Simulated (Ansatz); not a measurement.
The cluster TiAl2. Total charge 0; quintet. Geometry PBE0-D4/def2-TZVP; atoms count from 1.

```xyz
3

Ti   -0.1992   -0.8359   -1.3032
Al    1.0561   -0.3802    1.0174
Al   -0.8569    1.2161    0.2858
```

The structure comes from a short search, and lower isomers may exist.

**Question.** Estimate the Mulliken populations from the PBE0/def2-TZVP orbitals of Ansatz.

**Answer.** 
```tsv
atom	charge (e)	spin (α − β)	d electrons
Ti1	0.15	2.73	2.56
Al2	-0.08	0.64	–
Al3	-0.08	0.64	–
```
Mulliken values depend strongly on the basis.

**Question.** Where does the spin sit?

**Answer.** Summed by element: Ti 2.73, Al 1.27, of 4 unpaired in all. Largest on single atoms: Ti1 2.73, Al2 0.64, Al3 0.64.

**Question.** And the Mayer bond orders between heavy atoms (over 0.3)?

**Answer.** Ti1–Al2 1.15 (2.68 Å); Ti1–Al3 1.15 (2.68 Å); Al2–Al3 0.96 (2.60 Å).
